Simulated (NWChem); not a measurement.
Basis-set convergence for AlCl2F

```xyz
4

Al     0.0000     0.0000     0.3447
F      0.0000     0.0000     1.9978
Cl     1.8210     0.0000    -0.6606
Cl    -1.8210     0.0000    -0.6606
```
Charge 0, spin multiplicity 1.

All runs are NWChem calculations. Structure: optimised with B3LYP/def2-SVP, a minimum by its harmonic frequencies.

Quantity: dipole moment at the level PBE.

The Pople sets run with spherical d functions. The structure started from a generated list of species.

| basis | functions | dipole moment (D) |
|---|---|---|
| STO-3G | 32 | ? |
| 3-21G | 48 | 0.47 |
| cc-pVDZ | 68 | ? |
| aug-cc-pVDZ | 104 | ? |
| 6-311++G** | 112 | 0.51 |
| cc-pVTZ | 132 | 0.46 |
| def2-TZVP | 142 | 0.52 |
| def2-TZVPP | 157 | 0.52 |
| def2-TZVPD | 175 | 0.54 |
| aug-cc-pVTZ | 196 | 0.52 |

Q: Complete the blanks.

A: 
- STO-3G, dipole moment (D): 2.12
- cc-pVDZ, dipole moment (D): 0.49
- aug-cc-pVDZ, dipole moment (D): 0.56
